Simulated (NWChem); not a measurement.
System: C5H8; SMILES C1=C[C@@H](C)C1

Excerpt of the output:

```
             Northwest Computational Chemistry Package (NWChem) 7.3.0
             --------------------------------------------------------

 C1  symmetry detected

                             Geometry "geometry" -> ""
                             -------------------------

 Output coordinates in angstroms (scale by  1.889725989 to convert to a.u.)

  No.       Tag          Charge          X              Y              Z
 ---- ---------------- ---------- -------------- -------------- --------------
    1 C                    6.0000     0.04640562     1.75586493    -0.29532394
    2 C                    6.0000     0.01701860     0.45676240     0.49179551
    3 C                    6.0000     1.03022795    -0.58838343     0.09454870
    4 C                    6.0000     0.11451146    -1.47641028    -0.27559136
    5 C                    6.0000    -1.05126968    -0.58582084     0.05304253
    6 H                    1.0000    -0.83622179     2.35375948    -0.07689010
    7 H                    1.0000     0.07280318     1.54944881    -1.36318285
    8 H                    1.0000     0.92974415     2.33546136    -0.03477048
    9 H                    1.0000    -0.00211026     0.66802630     1.56396538
   10 H                    1.0000     2.10498005    -0.57664386     0.11468978
   11 H                    1.0000     0.15065637    -2.47878552    -0.66324248
   12 H                    1.0000    -1.65614998    -0.27952378    -0.79885187
   13 H                    1.0000    -1.70506543    -0.94381941     0.84745408

 Effective nuclear repulsion energy (a.u.)     169.9242841790

                                Z-matrix (autoz)
                                --------

 Units are Angstrom for bonds and degrees for angles

      Type          Name      I     J     K     L     M      Value
      ----------- --------  ----- ----- ----- ----- ----- ----------
    1 Stretch                  1     2                       1.51924
    2 Stretch                  1     6                       1.08822
    3 Stretch                  1     7                       1.08795
    4 Stretch                  1     8                       1.08817
    5 Stretch                  2     3                       1.50888
    6 Stretch                  2     5                       1.55587
    7 Stretch                  2     9                       1.09295
    8 Stretch                  3     4                       1.32821
    9 Stretch                  3    10                       1.07500
   10 Stretch                  4     5                       1.50339
   11 Stretch                  4    11                       1.07533
   12 Stretch                  5    12                       1.08877
   13 Stretch                  5    13                       1.08936
   14 Bend                     1     2     3               116.28939
   15 Bend                     1     2     5               116.11527
   16 Bend                     1     2     9               110.07803
   17 Bend                     2     1     6               110.49515
   18 Bend                     2     1     7               110.28964
   19 Bend                     2     1     8               110.31028
   20 Bend                     2     3     4                94.21619
   21 Bend                     2     3    10               131.21158
   22 Bend                     2     5     4                85.76617
   23 Bend                     2     5    12               114.43066
   24 Bend                     2     5    13               115.25542
   25 Bend                     3     2     5                85.56481
   26 Bend                     3     2     9               113.82268
   27 Bend                     3     4     5                94.45247
   28 Bend                     3     4    11               134.46860
   29 Bend                     4     3    10               134.57151
   30 Bend                     4     5    12               115.24038
   31 Bend                     4     5    13               115.47521
   32 Bend                     5     2     9               113.21277
   33 Bend                     5     4    11               131.07620
   34 Bend                     6     1     7               108.71988
   35 Bend                     6     1     8               108.52381
   36 Bend                     7     1     8               108.44427
   37 Bend                    12     5    13               109.24524
   38 Torsion                  1     2     3     4        -117.15628
   39 Torsion                  1     2     3    10          62.56342
   40 Torsion                  1     2     5     4         117.30653
   41 Torsion                  1     2     5    12           1.45728
   42 Torsion                  1     2     5    13        -126.46464
   43 Torsion                  2     3     4     5           0.15331
   44 Torsion                  2     3     4    11        -179.27074
   45 Torsion                  2     5     4     3          -0.14868
   46 Torsion                  2     5     4    11         179.30608
   47 Torsion                  3     2     1     6         168.50451
   48 Torsion                  3     2     1     7          48.27353
   49 Torsion                  3     2     1     8         -71.49568
   50 Torsion                  3     2     5     4           0.13087
   51 Torsion                  3     2     5    12        -115.71837
   52 Torsion                  3     2     5    13         116.35970
   53 Torsion                  3     4     5    12         114.91331
   54 Torsion                  3     4     5    13        -116.16502
   55 Torsion                  4     3     2     5          -0.14813
   56 Torsion                  4     3     2     9         113.29905
   57 Torsion                  4     5     2     9        -113.91955
   58 Torsion                  5     2     1     6          70.10282
   59 Torsion                  5     2     1     7         -50.12816
   60 Torsion                  5     2     1     8        -169.89737
   61 Torsion                  5     2     3    10         179.57157
   62 Torsion                  5     4     3    10        -179.55070
   63 Torsion                  6     1     2     9         -60.17900
   64 Torsion                  7     1     2     9         179.59003
   65 Torsion                  8     1     2     9          59.82082
   66 Torsion                  9     2     3    10         -66.98125
   67 Torsion                  9     2     5    12         130.23120
   68 Torsion                  9     2     5    13           2.30928
   69 Torsion                 10     3     4    11           1.02526
   70 Torsion                 11     4     5    12         -65.63193
   71 Torsion                 11     4     5    13          63.28974

                           NWChem Geometry Optimization
                           ----------------------------

 maximum gradient threshold         (gmax) =   0.000450
 rms gradient threshold             (grms) =   0.000300
 maximum cartesian step threshold   (xmax) =   0.001800
 rms cartesian step threshold       (xrms) =   0.001200
 fixed trust radius                (trust) =   0.300000
 source of zmatrix                         =   autoz

          -------------------
          Energy Minimization
          -------------------

 Using diagonal initial Hessian
 Scaling for Hessian diagonals: bonds = 1.00  angles = 0.25  torsions = 0.10

          --------
          Step   0

                                 NWChem DFT Module
                                 -----------------

[...]

      ----------------------
      Optimization converged
      ----------------------

  Step       Energy      Delta E   Gmax     Grms     Xrms     Xmax
  ---- ---------------- -------- -------- -------- -------- --------
@    9    -194.91093059 -4.0D-07  0.00008  0.00002  0.00068  0.00162
                                     ok       ok       ok       ok

                                Z-matrix (autoz)
                                --------

 Units are Angstrom for bonds and degrees for angles

      Type          Name      I     J     K     L     M      Value     Gradient
      ----------- --------  ----- ----- ----- ----- ----- ---------- ----------
    1 Stretch                  1     2                       1.51705   -0.00008
    2 Stretch                  1     6                       1.10180    0.00002
    3 Stretch                  1     7                       1.10203    0.00002
    4 Stretch                  1     8                       1.10174    0.00002
    5 Stretch                  2     3                       1.51488   -0.00006
    6 Stretch                  2     5                       1.56330   -0.00004
    7 Stretch                  2     9                       1.10544    0.00000
    8 Stretch                  3     4                       1.34086   -0.00003
    9 Stretch                  3    10                       1.09447    0.00007
   10 Stretch                  4     5                       1.50820   -0.00003
   11 Stretch                  4    11                       1.09401    0.00005
   12 Stretch                  5    12                       1.10349    0.00002
   13 Stretch                  5    13                       1.10343    0.00002
   14 Bend                     1     2     3               117.90337    0.00000
   15 Bend                     1     2     5               117.11379   -0.00000
   16 Bend                     1     2     9               109.87414    0.00001
   17 Bend                     2     1     6               111.22495   -0.00001
   18 Bend                     2     1     7               110.94280    0.00002
   19 Bend                     2     1     8               111.21028   -0.00001
   20 Bend                     2     3     4                94.22268    0.00000
   21 Bend                     2     3    10               132.12190   -0.00000
   22 Bend                     2     5     4                86.02777   -0.00001
   23 Bend                     2     5    12               114.15492    0.00000
   24 Bend                     2     5    13               115.35828    0.00001
   25 Bend                     3     2     5                85.53253    0.00001
   26 Bend                     3     2     9               112.76925   -0.00001
   27 Bend                     3     4     5                94.21453   -0.00001
   28 Bend                     3     4    11               133.51373    0.00000
   29 Bend                     4     3    10               133.65438   -0.00000
   30 Bend                     4     5    12               115.66035   -0.00001
   31 Bend                     4     5    13               116.16762   -0.00002
   32 Bend                     5     2     9               111.83752   -0.00001
   33 Bend                     5     4    11               132.26900    0.00000
   34 Bend                     6     1     7               108.03466   -0.00001
   35 Bend                     6     1     8               107.58403    0.00001
   36 Bend                     7     1     8               107.68219   -0.00001
   37 Bend                    12     5    13               108.34120    0.00002
   38 Torsion                  1     2     3     4        -118.80482   -0.00000
   39 Torsion                  1     2     3    10          61.53565    0.00001
   40 Torsion                  1     2     5     4         119.51005    0.00001
   41 Torsion                  1     2     5    12           3.11292    0.00002
   42 Torsion                  1     2     5    13        -123.34227   -0.00001
   43 Torsion                  2     3     4     5           0.39982   -0.00000
   44 Torsion                  2     3     4    11        -179.03226   -0.00001
   45 Torsion                  2     5     4     3          -0.38732    0.00000
   46 Torsion                  2     5     4    11         179.05611    0.00001
   47 Torsion                  3     2     1     6         170.08099   -0.00000
   48 Torsion                  3     2     1     7          49.79923    0.00000
   49 Torsion                  3     2     1     8         -70.02754   -0.00000
   50 Torsion                  3     2     5     4           0.34294   -0.00000
   51 Torsion                  3     2     5    12        -116.05419    0.00001
   52 Torsion                  3     2     5    13         117.49062   -0.00002
   53 Torsion                  3     4     5    12         114.55535   -0.00000
   54 Torsion                  3     4     5    13        -116.76040    0.00000
   55 Torsion                  4     3     2     5          -0.38586    0.00000
   56 Torsion                  4     3     2     9         111.44385   -0.00001
   57 Torsion                  4     5     2     9        -112.41885    0.00001
   58 Torsion                  5     2     1     6          70.16979   -0.00002
   59 Torsion                  5     2     1     7         -50.11196   -0.00001
   60 Torsion                  5     2     1     8        -169.93873   -0.00002
   61 Torsion                  5     2     3    10         179.95461    0.00001
   62 Torsion                  5     4     3    10        -179.94921   -0.00001
   63 Torsion                  6     1     2     9         -58.84039   -0.00001
   64 Torsion                  7     1     2     9        -179.12214   -0.00001
   65 Torsion                  8     1     2     9          61.05108   -0.00001
   66 Torsion                  9     2     3    10         -68.21569    0.00001
   67 Torsion                  9     2     5    12         131.18402    0.00002
   68 Torsion                  9     2     5    13           4.72883   -0.00001
   69 Torsion                 10     3     4    11           0.61871   -0.00003
   70 Torsion                 11     4     5    12         -66.00122    0.00001
   71 Torsion                 11     4     5    13          62.68303    0.00001

                         Geometry "geometry" -> "geometry"
                         ---------------------------------

 Output coordinates in angstroms (scale by  1.889725989 to convert to a.u.)

  No.       Tag          Charge          X              Y              Z
 ---- ---------------- ---------- -------------- -------------- --------------
    1 C                    6.0000     0.04252906     1.77184998    -0.28866361
    2 C                    6.0000     0.02177877     0.45954611     0.47216781
    3 C                    6.0000     1.03831915    -0.59700625     0.09109674
    4 C                    6.0000     0.11334013    -1.50023744    -0.26457048
    5 C                    6.0000    -1.05161024    -0.59412874     0.04613695
    6 H                    1.0000    -0.84113766     2.38521956    -0.05016097
    7 H                    1.0000     0.05246034     1.59631709    -1.37657540
    8 H                    1.0000     0.93668673     2.36434194    -0.03711670
    9 H                    1.0000    -0.00387615     0.65603691     1.55970179
   10 H                    1.0000     2.13257491    -0.60416974     0.11178821
   11 H                    1.0000     0.16767270    -2.52769211    -0.63639349
   12 H                    1.0000    -1.66442053    -0.28976022    -0.81960173
   13 H                    1.0000    -1.72878697    -0.93038095     0.84983375

 Effective nuclear repulsion energy (a.u.)     168.6295536793

                Final and change from initial internal coordinates
                --------------------------------------------------

                                Z-matrix (autoz)
                                --------

 Units are Angstrom for bonds and degrees for angles

[...]
```

Level: PBE0/def2-SVP. No frequency run checked for a minimum.

Task: Write an input that gives this output.

Result: One answer among several that fit: the input that was run:
```
start job
memory heap 200 mb stack 900 mb global 1100 mb
geometry units angstroms
  C      1.591151    -0.856314     0.214484
  C      0.625941     0.259280    -0.148707
  C     -0.404377     0.617362     0.893862
  C     -1.437088     0.273169     0.132829
  C     -0.587327    -0.146110    -1.034350
  H      2.152666    -1.174602    -0.661653
  H      1.047547    -1.711493     0.610452
  H      2.294990    -0.515395     0.971116
  H      1.176124     1.119133    -0.539217
  H     -0.298051     1.006043     1.890485
  H     -2.504609     0.284307     0.261712
  H     -0.629620    -1.205347    -1.282645
  H     -0.716416     0.441068    -1.942788
end
basis spherical
  * library def2-svp
end
dft
  xc pbe0
  iterations 150
end
driver
  maxiter 120
end
task dft optimize
```
